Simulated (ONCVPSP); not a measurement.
## Potentials for Cd compared

Generated with ld1.x 7.5 (TM, RRKJ, ultrasoft, PAW), atompaw 4.2 or ONCVPSP 4.0.1. The cutoff is in Ry: for ld1.x and atompaw files where the sum of valence levels is converged to 10 mRy in a Bessel basis, for ONCV files where the hardest occupied wave has 1 mHa per electron of residual kinetic energy. The error is the largest all-electron minus pseudo excitation energy over each file’s own four to seven test configurations (ionisations up to +4, promotions, holes and added fractions of an electron), all of which were solved. The labels leave out finer settings (local radius, basis sizes, second energies), which also bear on the numbers. Spin-polarised tests are not counted. The rows are a selection from randomly drawn settings: files with unsolved tests, undetermined cutoffs or missed reference levels are left out.

A true bound ghost makes a file unfit for plane-wave use even where its test errors are small: the radial tests pick states by their node count and pass the ghost by.

| potential | cutoff (Ry) | largest error (meV) | bound ghosts |
| --- | --- | --- | --- |
| ONCV, PBE, scalar-relativistic, rc 1.25/0.90/1.45 (spd), local smoothed, core correction yes, reference 4s2 4p6 4d10 5s2, qcut 11.2/9.6/10.6, projectors 3/2/2 | 134 | -9.4 | none |
| ONCV, PBE, scalar-relativistic, rc 2.20/2.15/1.30 (spd), local smoothed, core correction yes, reference 4d10 5s2, qcut 2.7/4.3/8.7, projectors 2/3/3 | 68 | +106 | s, p |
| ONCV, PBEsol, scalar-relativistic, rc 1.75/1.45/1.45 (spd), local p, core correction no, reference 4s2 4p6 4d10 5s2, qcut 6.1/10.6/11.5, projectors 2/0/2 | 75 | +226 | none |
| ONCV, LDA (Perdew-Zunger), scalar-relativistic, rc 2.15/0.95/1.65 (spd), local smoothed, core correction yes, reference 4p6 4d10 5s2, qcut 3.1/8.1/10, projectors 1/3/2 | 364 | +41 | s, p |
| ONCV, PBE, scalar-relativistic, rc 1.20/1.65/1.25 (spd), local smoothed, core correction yes, reference 4s2 4p6 4d10, qcut 8.5/10.5/7.7, projectors 1/1/2 | 97 | +1271 | none |
| ONCV, LDA (Perdew-Wang 92), scalar-relativistic, rc 1.50/1.20/1.75 (spd), local smoothed, core correction no, reference 4s2 4p6 4d9, qcut 7.7/12.2/7.9, projectors 2/3/2 | 114 | +29 | none |
| ONCV, PBE, scalar-relativistic, rc 1.60/1.40/1.80 (spd), local smoothed, core correction yes, reference 4s2 4p6 4d10 5s2, qcut 8.2/7.6/9.9, projectors 2/2/2 | 62 | -11 | none |

(1) Fill in the row for Cd: ONCV, PBE, fully relativistic, rc 1.60/1.10/1.10 (spd), local smoothed, core correction yes, reference 4s2 4p6 4d10 5s2, qcut 8.3/6.3/8.7, projectors 2/1/2.

Results:

(1) cutoff 214 Ry, largest error +105 meV, bound ghosts: none.
